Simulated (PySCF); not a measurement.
**Excitation energy of Ar⁺ by level of theory**

Ar⁺ [Ne] 3s2 3p5 (2P) → Ar⁺ [Ne] 3s2 3p4 3d1 (high-spin determinant), as a difference of total energies. All numbers are calculated (PySCF 2.14, no relativity, point nucleus, in aug-cc-pV(T+d)Z with one added diffuse shell each of s, p, d, f type (7s6p5d3f, 71 functions)). Correlated levels: valence: [Ne] frozen. The calculations carry no spin-orbit coupling.

| method | excitation energy (cm⁻¹) |
| --- | --- |
| UHF | 128900 |
| LDA | 133650 |
| PBE | 131250 |
| PBE0 | 132230 |
| r2SCAN | 133080 |
| BHandHLYP | 133990 |
| MN15 | 136900 |
| r2SCANh | 133100 |
| B2PLYP | 134240 |
| MP2 (valence) | 135270 |
| SCS-MP2 (valence) | 136140 |

The promoted electron is Rydberg-like, and one or two diffuse shells describe it only roughly, which tends to raise the upper state.

The determinant of the upper state mixes LS terms, which raises its energy above the lowest term, most at the Hartree-Fock and MP2 levels.
